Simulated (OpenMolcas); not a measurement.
Dy2+ in a point-charge field

Dy2+ among 8 point charges of -1 e arranged as a cube (Oh), 3.09 Å from the ion.
```
   1.7840    1.7840    1.7840  -1.00
   1.7840    1.7840   -1.7840  -1.00
   1.7840   -1.7840    1.7840  -1.00
   1.7840   -1.7840   -1.7840  -1.00
  -1.7840    1.7840    1.7840  -1.00
  -1.7840    1.7840   -1.7840  -1.00
  -1.7840   -1.7840    1.7840  -1.00
  -1.7840   -1.7840   -1.7840  -1.00
```

```yaml
Program: OpenMolcas
Method: CASSCF
Basis: ANO-RCC-VDZP [7s6p4d2f1g]
Scalar_Hamiltonian: DKH2, point nucleus
Active_space: 10 electrons in 7 orbitals (4f)
State_averaging: 2S+1 = 5 even, 35 roots (32 in the spin-orbit step); 2S+1 = 3 even, 106 roots kept (CI in the orbitals of an earlier block); 2S+1 = 1 even, 44 roots kept (CI in the orbitals of an earlier block, 31 in the spin-orbit step)
Spin-orbit_coupling: RASSI with atomic mean-field integrals over the reference wave functions
```

The lowest spin-free states (labels of O, the rotations of Oh), above the lowest:

```json
{"State": "5A1", "Degeneracy": "1", "E (cm-1)": "0.0", "Free-ion L (%)": "I (100)"}
{"State": "5T1", "Degeneracy": "3", "E (cm-1)": "7.2", "Free-ion L (%)": "I (100)"}
{"State": "5T2", "Degeneracy": "3", "E (cm-1)": "14.4", "Free-ion L (%)": "I (100)"}
{"State": "5A2", "Degeneracy": "1", "E (cm-1)": "21.7", "Free-ion L (%)": "I (100)"}
{"State": "5T2", "Degeneracy": "3", "E (cm-1)": "55.6", "Free-ion L (%)": "I (100)"}
{"State": "5E", "Degeneracy": "2", "E (cm-1)": "58.1", "Free-ion L (%)": "I (100)"}
{"State": "5A2", "Degeneracy": "1", "E (cm-1)": "16394", "Free-ion L (%)": "F (100)"}
{"State": "5T2", "Degeneracy": "3", "E (cm-1)": "16436", "Free-ion L (%)": "F (100)"}
{"State": "5A1", "Degeneracy": "1", "E (cm-1)": "16437", "Free-ion L (%)": "S (100)"}
{"State": "5T1", "Degeneracy": "3", "E (cm-1)": "16454", "Free-ion L (%)": "F (100)"}
{"State": "3T1", "Degeneracy": "3", "E (cm-1)": "19485", "Free-ion L (%)": "K (100)"}
{"State": "3E", "Degeneracy": "2", "E (cm-1)": "19487", "Free-ion L (%)": "K (100)"}
{"State": "3T2", "Degeneracy": "3", "E (cm-1)": "19488", "Free-ion L (%)": "K (100)"}
{"State": "3A2", "Degeneracy": "1", "E (cm-1)": "19493", "Free-ion L (%)": "K (100)"}
{"State": "3T2", "Degeneracy": "3", "E (cm-1)": "19496", "Free-ion L (%)": "K (100)"}
{"State": "3T1", "Degeneracy": "3", "E (cm-1)": "19497", "Free-ion L (%)": "K (100)"}
{"State": "3T1", "Degeneracy": "3", "E (cm-1)": "24906", "Free-ion L (%)": "H (100)"}
{"State": "3E", "Degeneracy": "2", "E (cm-1)": "24911", "Free-ion L (%)": "H (100)"}
{"State": "3T2", "Degeneracy": "3", "E (cm-1)": "24932", "Free-ion L (%)": "H (100)"}
{"State": "3T1", "Degeneracy": "3", "E (cm-1)": "24949", "Free-ion L (%)": "H (100)"}
```

The lowest levels with spin-orbit coupling:

| E (cm-1) | Degeneracy | Label | 2S+1 | J | |mJ| (%) |
| --- | --- | --- | --- | --- | --- |
| 0.0 | 3 | T2 | 5 | 8.00 | 5 (55) |
| 2.1 | 2 | E | 5 | 8.00 | 6 (43) |
| 5.9 | 3 | T1 | 5 | 8.00 | 3 (34) |
| 28.4 | 3 | T2 | 5 | 8.00 | 7 (36) |
| 37.3 | 2 | E | 5 | 8.00 | 2 (43) |
| 39.8 | 3 | T1 | 5 | 8.00 | 1 (51) |
| 43.1 | 1 | A1 | 5 | 8.00 | 0 (52) |
| 4249 | 3 | T1 | 5 | 7.00 | 5 (54) |
| 4252 | 2 | E | 5 | 7.00 | 4 (50) |
| 4255 | 3 | T2 | 5 | 7.00 | 3 (52) |
| 4261 | 1 | A2 | 5 | 7.00 | 2 (54) |
| 4271 | 3 | T2 | 5 | 7.00 | 7 (31) |
| 4273 | 3 | T1 | 5 | 7.00 | 7 (34) |
| 7393 | 1 | A1 | 5 | 6.00 | 4 (87) |
| 7395 | 3 | T1 | 5 | 6.00 | 4 (33) |
| 7396 | 3 | T2 | 5 | 6.00 | 5 (43) |
| 7409 | 5 |  | 5 | 6.00 | 6 (34) |
| 7409 | 1 | A2 | 5 | 6.00 | 2 (69) |
| 9763 | 3 | T1 | 5 | 5.00 | 3 (55) |
| 9764 | 2 | E | 5 | 5.00 | 2 (50) |

Powder χT (cm3 K/mol): 11.3 at 2 K, 13.1 at 10 K, 13.9 at 50 K, 13.9 at 100 K, 13.9 at 200 K, 14 at 300 K. The effective moment at 300 K is 2.828 √(χT) = 10.57 μB.

Hund's rules give f10 the level 5I8 with g = 1.250, so an isolated free-ion multiplet has χT = g² J(J+1) / 8 = 14.062 cm3 K/mol. The computed 13.959 at 300 K differs by -1 %, through the field's splitting, the mixing of terms and any other multiplet in reach.

Stevens parameters of the J = 8 multiplet, which is 43 cm-1 wide (cm-1, z along the main axis): B40 = 9.051e-04, B44 = 4.525e-03, B60 = -1.689e-06, B64 = 3.547e-05.

High states are left out of the spin-orbit mixing, which shifts the levels that they would mix with. This is an electrostatic model: the charges have no orbitals. A group larger than the point group allows holds several states that coincide in this model. The first state left out of the spin-orbit step lies near 42000 cm-1 above the lowest spin-free state of the reference (among the parities and spins computed), and the lists stop at four fifths of that energy or lower. No measured value stands beside these numbers.

The RASSCF and RASSI steps took 57 s on 1 thread of Arm Neoverse V2 (shared host); the integral step is not counted.
